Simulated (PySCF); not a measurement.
# What a mistake does to a calculation on BCClH4Si

Calculated results; nothing here was measured. The program is PySCF 2.14.0, an open-source quantum chemistry code, run on an isolated molecule that a program drew, which may never have been made. The molecule is BCClH4Si (charge 0, singlet), drawn as the SMILES string `C=[SiH]BCl`.

Each row is a Hartree-Fock (HF) and frozen-core CCSD(T) single point in the cc-pV(D+d)Z basis, meant for a local HF minimum. Run 1 is clean. Each other run has one planted mistake out of seven kinds, and not every kind appears here: one electron removed, one electron added, multiplicity raised by two, geometry at a saddle point, minimal basis STO-3G, one bond length entered in bohr, all coordinates scaled. The reference is restricted for singlets and unrestricted otherwise, and also for a bond in bohr. Adding or removing an electron swaps singlet and doublet. Electrons count all cores. HOMO and LUMO are orbital energies over both spins, the gradient is its largest component, and the lowest frequency (negative if imaginary) is given only where the gradient is small. Bond lengths are over the 7 bonds as drawn. T1 is the CCSD diagnostic: over 0.02 (restricted) or 0.045 (unrestricted) a single reference is doubtful.

Geometry of the clean run:
```xyz
8
BCClH4Si, angstrom
C    -0.7660    1.2855   -0.5385
Si    0.6922    0.8498    0.2269
B     1.5286   -0.9328   -0.1778
Cl    3.0362   -1.4371    0.5836
H    -1.2521    0.6172   -1.2416
H    -1.2785    2.2270   -0.3736
H     1.3493    1.7608    1.1814
H     1.0299   -1.6997   -0.9436
```

```
run  electrons  basis functions  <S^2>  HOMO (eV)  LUMO (eV)  gradient (hartree/bohr)  lowest frequency (cm^-1)  mean bond (Å)  longest bond (Å)      T1  HF (hartree)  CCSD(T) (hartree)                     mistake
  1         46               94  0.000      -8.64       0.67                  1.2e-05                        77         1.4733             2.010  0.0162    -813.29346         -813.81763                    no fault
  2         46               94  2.021      -6.87      -0.13                  9.8e-02                         -         1.4733             2.010  0.0150    -813.25186         -813.73726  multiplicity raised by two
  3         46               94  0.000      -9.03       1.08                  9.2e-02                         -         1.3481             1.839  0.0145    -813.22219         -813.73689                           ?
  4         45               94  0.756     -16.21      -6.71                  5.3e-02                         -         1.4733             2.010  0.0179    -813.02470         -813.49804                           ?
```

**Which mistake was planted in run 3, and what did it cost?**

The mean and the longest bond both change by the same factor, 0.915, and the gradient is no longer small. So the mistake is: all coordinates scaled. Subtracting run 1 and multiplying by 627.51 kcal/mol a hartree, the energy moved by 44.7 kcal/mol in HF and 50.7 kcal/mol in CCSD(T).

**Which mistake was planted in run 4, and what did it cost?**

It counts 45 electrons, one fewer than the clean run, at the same geometry and basis. So the mistake is: one electron removed. Subtracting run 1 and multiplying by 627.51 kcal/mol a hartree, the energy moved by 168.6 kcal/mol in HF and 200.5 kcal/mol in CCSD(T).

